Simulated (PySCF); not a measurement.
AsF2, SMILES F[As]F, multiplicity 2.

Coordinates come from a B3LYP-D3(BJ)/def2-TZVP optimisation. The isomer is the one that the SMILES or the coordinates give; other isomers of the formula were not compared.

Level of theory: TDA-CAM-B3LYP/def2-SVPD in PySCF.

Vertical excitations. The molecule is in vacuum.

Computed lowest excited states:
```json
[
 {"state": "root 1", "energy (eV)": "3.20", "λ (nm)": "388", "f": "0.000", "main pairs": "α HOMO→LUMO 99 %"},
 {"state": "root 2", "energy (eV)": "4.07", "λ (nm)": "305", "f": "0.003", "main pairs": "α HOMO→LUMO+1 96 %"},
 {"state": "root 3", "energy (eV)": "5.68", "λ (nm)": "218", "f": "0.042", "main pairs": "β HOMO→LUMO 95 %"},
 {"state": "root 4", "energy (eV)": "6.35", "λ (nm)": "195", "f": "0.073", "main pairs": "α HOMO→LUMO+2 98 %"},
 {"state": "root 5", "energy (eV)": "6.91", "λ (nm)": "179", "f": "0.000", "main pairs": "α HOMO−1→LUMO 38 %, β HOMO→LUMO+1 56 %"},
 {"state": "root 6", "energy (eV)": "6.99", "λ (nm)": "177", "f": "0.000", "main pairs": "β HOMO−1→LUMO 99 %"},
 {"state": "root 7", "energy (eV)": "7.29", "λ (nm)": "170", "f": "0.001", "main pairs": "β HOMO−2→LUMO 92 %"},
 {"state": "root 8", "energy (eV)": "7.87", "λ (nm)": "157", "f": "0.001", "main pairs": "α HOMO−1→LUMO+1 36 %, β HOMO→LUMO+2 54 %"},
 {"state": "root 9", "energy (eV)": "8.02", "λ (nm)": "155", "f": "0.002", "main pairs": "β HOMO−3→LUMO 89 %"},
 {"state": "root 10", "energy (eV)": "8.22", "λ (nm)": "151", "f": "0.002", "main pairs": "β HOMO−4→LUMO 96 %"}
]
```
Unrestricted roots are not spin-pure.
